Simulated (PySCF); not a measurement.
C8H8O2, SMILES Cc1ccc(C(=O)O)cc1, GFN2-xTB optimised geometry.

```
18

C      1.55    -3.09     0.01
C      0.80    -1.79     0.00
C     -0.59    -1.79     0.00
C     -1.30    -0.61     0.00
C     -0.62     0.61     0.00
C     -1.41     1.86     0.00
O     -2.61     1.91    -0.02
O     -0.65     2.97     0.02
C      0.77     0.62     0.00
C      1.47    -0.57     0.00
H      1.18    -3.75    -0.76
H      1.41    -3.59     0.97
H      2.61    -2.93    -0.15
H     -1.12    -2.73     0.00
H     -2.38    -0.60     0.00
H     -1.23     3.75     0.02
H      1.30     1.56     0.00
H      2.55    -0.56     0.00
```

Density from PBE/def2-SVP (PySCF) at that geometry.

Minimum of the electron density along straight lines between bonded atoms, close to the bond critical point (lines longer than 1.1 times the sum of covalent radii, or with two minima, are not listed):

| bond | length / Å | ρ at the minimum / e bohr⁻³ | ∇²ρ there / e bohr⁻⁵ | position (fraction from the first atom) |
|---|---|---|---|---|
| C1–C2 | 1.497 | 0.254 | -0.57 | 0.49 |
| C2–C3 | 1.393 | 0.306 | -0.75 | 0.50 |
| C3–C4 | 1.378 | 0.312 | -0.78 | 0.50 |
| C4–C5 | 1.395 | 0.304 | -0.74 | 0.50 |
| C5–C6 | 1.475 | 0.270 | -0.64 | 0.48 |
| C6–O7 | 1.207 | 0.415 | 0.28 | 0.33 |
| C6–O8 | 1.345 | 0.300 | -0.38 | 0.34 |
| C5–C9 | 1.392 | 0.305 | -0.74 | 0.50 |
| C2–C10 | 1.390 | 0.307 | -0.75 | 0.50 |
| C9–C10 | 1.381 | 0.311 | -0.77 | 0.50 |
| C1–H11 | 1.089 | 0.273 | -0.98 | 0.63 |
| C1–H12 | 1.090 | 0.272 | -0.97 | 0.63 |
| C1–H13 | 1.087 | 0.275 | -1.00 | 0.63 |
| C3–H14 | 1.080 | 0.281 | -1.04 | 0.63 |
| C4–H15 | 1.079 | 0.284 | -1.09 | 0.64 |
| O8–H16 | 0.970 | 0.347 | -2.25 | 0.81 |
| C9–H17 | 1.079 | 0.284 | -1.09 | 0.64 |
| C10–H18 | 1.081 | 0.280 | -1.04 | 0.63 |
